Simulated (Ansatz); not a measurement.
System: 4-bromopyridine, C5H4BrN, net charge 0, singlet state. 
Coordinates optimised at B3LYP-D3(BJ)/def2-TZVP (Ansatz, a program for electronic structure):
```
C
C 1 1.3856
H 2 1.0802 1 121.49
C 1 1.3856 2 119.82 3 -180.00
H 4 1.0802 1 121.49 2 -180.00
C 2 1.3907 3 120.96 1 -180.00
N 6 1.3319 2 123.91 3 180.00
C 7 1.3319 6 117.26 2 0.00
H 8 1.0847 7 116.44 6 180.00
H 6 1.0847 7 116.44 8 180.00
Br 1 1.9032 2 120.09 3 0.00
```

Basis-set convergence of Hartree-Fock and CCSD correlation energies (hartree) with Ansatz. Correlated levels leave the core frozen unless marked. Spin-orbit coupling is left out. Frozen are the shells of the preceding noble gas and the d and f shells that filled before the atom's block. No relativistic terms.

The Hartree-Fock reference is unstable (checked in the largest basis), which strains HF and MP2. 

```
basis    functions        E(HF)  E(corr, CCSD)
-------  ---------  -----------  -------------
cc-pVDZ        131  -2818.51530       -0.95529
cc-pVTZ        279  -2818.65331       -1.16204
cc-pVQZ        518  -2818.67177       -1.22984
```

Extrapolating the two largest sets (X = 3 and 4) as X^-3: E(corr) = (64·(-1.22984) - 27·(-1.16204))/37 = -1.2793 Eh, an estimate of the basis-set limit. The largest set recovers 96.1 % of it, the smallest 74.7 %.
